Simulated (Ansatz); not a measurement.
A structure relaxed at PBE0-D4/def2-TZVP, charge 0, multiplicity 1:

```xyz
20

C     0.950   -1.337   -2.281
O     1.182   -0.181   -1.501
Ge    0.359    0.013    0.040
O     0.872    1.549    0.723
C     0.539    2.756    0.068
O     0.931   -1.259    1.108
C     0.427   -1.350    2.426
Si   -2.030   -0.074   -0.225
Cl   -2.580    0.811   -1.980
Cl   -2.949    0.903    1.313
Cl   -2.671   -2.011   -0.243
H    -0.100   -1.427   -2.585
H     1.241   -2.249   -1.750
H     1.556   -1.251   -3.185
H     0.955    3.576    0.657
H     0.963    2.801   -0.940
H    -0.546    2.903    0.000
H     0.914   -2.199    2.907
H    -0.656   -1.526    2.442
H     0.644   -0.447    3.006
```

Problem. Give its formula and SMILES.

Solution. C3H9Cl3GeO3Si, `C[O][Ge]([O]C)([O]C)[Si](Cl)(Cl)Cl`.

Problem. Point group (tolerance 0.08 Å, 0.16 Å for H)?

Solution. C3.

Problem. Summarise the bond lengths by kind.

Solution. 3 × C–O 1.414 Å; 9 × C–H 1.091 to 1.097 Å; 3 × Ge–O 1.757 Å; 1 × Ge–Si 2.405 Å; 3 × Cl–Si 2.041 Å.

Computed with Ansatz.
